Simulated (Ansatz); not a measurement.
Basis-set extrapolation for C₂H₇BOSi, SMILES `CB1C[SiH2]O1` (PBE0-D4/def2-TZVP geometry, frozen core, Ansatz). Multiplicity 1, RHF reference.

```
                      def2-TZVPP   def2-QZVPP
                 HF  -468.466640  -468.484364
    MP2 correlation    -0.795712    -0.851552
CCSD(T) correlation    -0.872812      not run
```

Energies in hartree. Use E(X) = E(∞) + A·exp(−7.88·√X) for Hartree–Fock and E(X) = E(∞) + B·X^(−2.97) for correlation, with X = 3 and 4, and add CCSD(T) minus MP2 of the smaller set to the MP2 limit.

Task: What is the CCSD(T) energy at the basis-set limit?

Result: HF limit: -468.484364 + (-0.017724) × 0.13774 = -468.48681. MP2 limit: -0.851552 + (-0.055840) × 0.74074 = -0.89291. Higher-order term: -0.872812 − (-0.795712) = -0.07710. Total: -469.45682 hartree, 3.19 eV below CCSD(T)/def2-TZVPP.
